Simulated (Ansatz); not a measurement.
## Energy profile

The step: Si₄H₁₀O ([OH][Si]([SiH3])([SiH3])[SiH3]) + HCl → Si₃H₇ClO ([OH][Si]([SiH3])([SiH3])[Cl]) + SiH₄; bonds formed: Si1–Cl7, Si2–H6; bonds broken: Si1–Si2, H6–Cl7 (atoms numbered as in the saddle structure below).

```json
{"atom": "Si1", "x (Å)": "-0.4104", "y (Å)": "-0.2117", "z (Å)": "-0.2236"}
{"atom": "Si2", "x (Å)": "2.1412", "y (Å)": "-0.7108", "z (Å)": "-0.0435"}
{"atom": "Si3", "x (Å)": "-0.7924", "y (Å)": "1.4512", "z (Å)": "-1.8118"}
{"atom": "Si4", "x (Å)": "-1.4184", "y (Å)": "-0.3380", "z (Å)": "1.8778"}
{"atom": "O5", "x (Å)": "-0.4558", "y (Å)": "-1.6743", "z (Å)": "-1.0187"}
{"atom": "H6", "x (Å)": "1.0595", "y (Å)": "0.5463", "z (Å)": "0.4164"}
{"atom": "Cl7", "x (Å)": "0.4540", "y (Å)": "2.0645", "z (Å)": "1.0644"}
{"atom": "H8", "x (Å)": "1.9645", "y (Å)": "-2.0091", "z (Å)": "0.6484"}
{"atom": "H9", "x (Å)": "3.2303", "y (Å)": "0.0709", "z (Å)": "0.5921"}
{"atom": "H10", "x (Å)": "2.3676", "y (Å)": "-0.8737", "z (Å)": "-1.4962"}
{"atom": "H11", "x (Å)": "-1.7455", "y (Å)": "2.4353", "z (Å)": "-1.2485"}
{"atom": "H12", "x (Å)": "0.4987", "y (Å)": "2.0868", "z (Å)": "-2.1702"}
{"atom": "H13", "x (Å)": "-1.3822", "y (Å)": "0.8289", "z (Å)": "-3.0307"}
{"atom": "H14", "x (Å)": "-0.3794", "y (Å)": "-0.3954", "z (Å)": "2.9341"}
{"atom": "H15", "x (Å)": "-2.2039", "y (Å)": "-1.6105", "z (Å)": "1.9337"}
{"atom": "H16", "x (Å)": "-2.3418", "y (Å)": "0.8050", "z (Å)": "2.0656"}
{"atom": "H17", "x (Å)": "-0.5860", "y (Å)": "-2.4653", "z (Å)": "-0.4893"}
```

Electronic energies by CCSD(T) at an estimated basis limit (MP2 extrapolated from triple and quadruple zeta, plus CCSD(T) − MP2 in triple zeta), on PBE0-D4/def2-TZVP structures; Si4H11ClO, singlet; no counterpoise correction. Computed with Ansatz 0.2.0 (basis: def2-TZVPP and def2-QZVPP); correlated methods freeze the cores. Extrapolation: Hartree–Fock as exp(−7.88 √X), correlation as X^−2.97.

Problem. Give the profile in eV, counted from the separated reactants. (Judge from chemistry; the value comes from the calculation.)

Solution. Computed:
```csv
point,eV
"separated: Si4H10O (linked as [OH][Si]([SiH3])([SiH3])[SiH3]; Si1, Si2, Si3, Si4, O5, H8, H9, H10, H11, H12, H13, H14, H15, H16, H17; singlet) + HCl (H6, Cl7; singlet)",0.000
start structure,-0.075
saddle,1.062
end structure,-1.200
"separated: Si3H7ClO (linked as [OH][Si]([SiH3])([SiH3])[Cl]; Si1, Si3, Si4, O5, Cl7, H11, H12, H13, H14, H15, H16, H17; singlet) + SiH4 (Si2, H6, H8, H9, H10; singlet)",-1.098
```

The T1 diagnostic stays at or below 0.015.

For scale, one of the runs: CCSD(T)/def2-TZVPP, 395 basis functions, launched by `ansatz run in.yaml --threads 4 --pin off --events-out ev --progress --plain --max-ram 66560MiB --backend cuda --devices 0, --max-vram 37GiB`. The run took 12 s on 4 CPU threads of an AMD EPYC 7R13 and a share of one NVIDIA H100 (shared host), with 0.89 GiB of host memory at its peak.
